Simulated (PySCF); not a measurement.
Molecules (atom-mapped SMILES):
1. `[OH:1][C@@H:2]([CH:3]([F:4])[F:5])[C:6]([F:7])([F:8])[F:9]`

Couplings at B3LYP/pcJ-1, PySCF 2.14.0 with density-fitted response routines, geometries GFN2-xTB, gas phase, one conformer each, non-relativistic.

List the couplings to 19F of 5 Hz or more (2 Hz over four bonds), one row for each set of pairs made equivalent by symmetry, fast rotation or ring inversion, averaged. Isotopes: 13C, 19F, 1H; all four Ramsey terms are included.

Answers


```json
{"molecule": "1", "pair": "C6, F7", "bonds": "1", "J (Hz)": "-349.5"}
{"molecule": "1", "pair": "C3, F4", "bonds": "1", "J (Hz)": "-314.8"}
{"molecule": "1", "pair": "C3, F5", "bonds": "1", "J (Hz)": "-293.3"}
{"molecule": "1", "pair": "F4, F5", "bonds": "2", "J (Hz)": "257.4"}
{"molecule": "1", "pair": "F7, F8", "bonds": "2", "J (Hz)": "68.7"}
{"molecule": "1", "pair": "F5, H(C3)", "bonds": "2", "J (Hz)": "60.8"}
{"molecule": "1", "pair": "F4, H(C3)", "bonds": "2", "J (Hz)": "59.4"}
{"molecule": "1", "pair": "C2, F7", "bonds": "2", "J (Hz)": "31.4"}
{"molecule": "1", "pair": "C2, F5", "bonds": "2", "J (Hz)": "23.7"}
{"molecule": "1", "pair": "C2, F4", "bonds": "2", "J (Hz)": "19.2"}
{"molecule": "1", "pair": "F4, H(C2)", "bonds": "3", "J (Hz)": "17.2"}
{"molecule": "1", "pair": "F5, C6", "bonds": "3", "J (Hz)": "12.9"}
{"molecule": "1", "pair": "F5, H(C2)", "bonds": "3", "J (Hz)": "7.0"}
{"molecule": "1", "pair": "F7, H(C2)", "bonds": "3", "J (Hz)": "5.6"}
{"molecule": "1", "pair": "F4, F7", "bonds": "4", "J (Hz)": "5.7"}
{"molecule": "1", "pair": "F5, F7", "bonds": "4", "J (Hz)": "4.9"}
```

One-bond C–F values run tens of Hz too large at this level.
